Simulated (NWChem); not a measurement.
Species: SiNH2ClF2; SMILES N[Si](F)(F)Cl

```xyz
7

N      0.1059     1.1682     1.4470
Si    -0.0029     0.3388    -0.0162
F     -1.3719     0.7418    -0.7470
F      1.2401     0.7566    -0.9386
Cl     0.0104    -1.7022     0.0749
H     -0.6844     1.2417     2.0759
H      0.9936     1.2892     1.9191
```
Atoms are numbered in this order, from 1.

Program: NWChem. Pople sets run with spherical d functions. Geometry: optimised at PBE0/def2-SVP. Vertical excitations in the gas phase.

Q: Predict the results for PBE0/6-31+G*, full TDDFT. Quantities: lowest excitation, singlet (eV); oscillator strength of that lowest state; orbital gap (eV).

A: 
* **lowest excitation, singlet (eV)**: 6.79
* **oscillator strength of that lowest state**: 0.061
* **orbital gap (eV)**: 8.11
